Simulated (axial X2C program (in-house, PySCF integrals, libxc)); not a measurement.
CsS: from Re and ωe to a spectrum

A bond curve at the CCSD(T) level, with spin–orbit coupling, was computed with an in-house relativistic program for diatomic molecules (basis Cs dyall-cv3z [15s15p9d4f1g], S dyall-av3z [9s8p3d2f] (cores contracted in-house)) for the state Ω = 3/2 (⟨Sz⟩ = 0.50, ⟨Lz⟩ = 1.00 at HF). Its fit gives Re = 3.1012 Å, ωe = 192.7 cm⁻¹, ωexe = 0.627 cm⁻¹ and αe = 3.138e-04 cm⁻¹; the masses are 132.9054 and 31.9721 u. Two-component means X2C with spin–orbit coupling and atomic mean-field Coulomb and Gaunt terms.

Correlated methods: 15 electrons correlated (number of frozen shells: Cs 4 s, 3 p, 2 d; S 2 s, 1 p), 295 virtual spin orbitals or spinors in MP2, 90 natural virtuals in coupled cluster.

(1) Find the reduced mass, Be and the force constant.

(2) Where do the fundamental and the first overtone lie?

(3) Estimate De from a Morse curve and compare with the computed well depth of 2.654 eV to Cs + S.

(4) Estimate the centrifugal constant by the Kratzer relation.

(5) A Morse curve ties αe to the other constants (Pekeris). How well does that hold?

Occupations by symmetry block were frozen at the best pattern of an incomplete PBE0 search. De is counted from the lowest determinant-based energies of the atoms at the same level, without counterpoise correction. CCSD and (T) use frozen natural virtuals with an MP2 correction for the truncation; (T) itself is uncorrected, so its De runs slightly low. PBE0 can misorder states that lie within some tenths of an eV, so this need not be the ground state of the molecule. The nearest other 2c determinant of the search, Ω = 1/2, lies 0.04 eV up at the distance of the search.

Results:

(1) From the CCSD(T) values: μ = 25.7723 u. Be = 16.8576/(μ Re²) = 0.06801 cm⁻¹. k = 5.8918×10⁻⁷ μ ωe² = 0.564 mdyn/Å.

(2) ν(1←0) = ωe − 2ωexe = 191.4 cm⁻¹; ν(2←0) = 2ωe − 6ωexe = 381.6 cm⁻¹.

(3) De(Morse) = ωe²/(4ωexe) = 1.836 eV against 2.654 eV computed, a ratio of 0.69. The extrapolation falls short: long-range attraction (ionic or ion–induced dipole) or a change of character along the curve can cause this.

(4) D = 4Be³/ωe² = 3.39e-08 cm⁻¹.

(5) αe(Morse) = 6Be²/ωe × (√(ωexe/Be) − 1) = 2.933e-04 cm⁻¹; the CCSD(T) curve gives 3.138e-04 cm⁻¹, a ratio of 0.93.
